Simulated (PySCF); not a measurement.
Input for PySCF: R-MP2/6-31G* on AlClH3N (SMILES [NH2][AlH][Cl]), a point of a torsion scan.

```python
from pyscf import gto, scf, dft, mp
from pyscf.data.elements import chemcore

mol = gto.M(
    atom='''
    N    -0.99364078   -0.12473461   -0.01309629
    Al    0.74850596    0.22302890   -0.02936055
    Cl    2.04056189   -0.32077307   -1.49512888
    H    -1.48891555   -0.65747919    0.68945691
    H    -1.66337919    0.10614280   -0.73767422
    H     1.32555861    0.97921805    1.15867295
    ''',
    basis='6-31g*',
    cart=True,
    charge=0, spin=0, verbose=3, max_memory=1800)
mf = scf.RHF(mol)
mf.conv_tol = 1e-8
mf.max_cycle = 100
mf.kernel()
if not mf.converged:
    mf = mf.newton().run(mf.mo_coeff, mf.mo_occ)
pt = mp.MP2(mf, frozen=chemcore(mol)).run()
```

**Question.** Give the final energy of this run.

**Answer.** -758.0169 hartree.
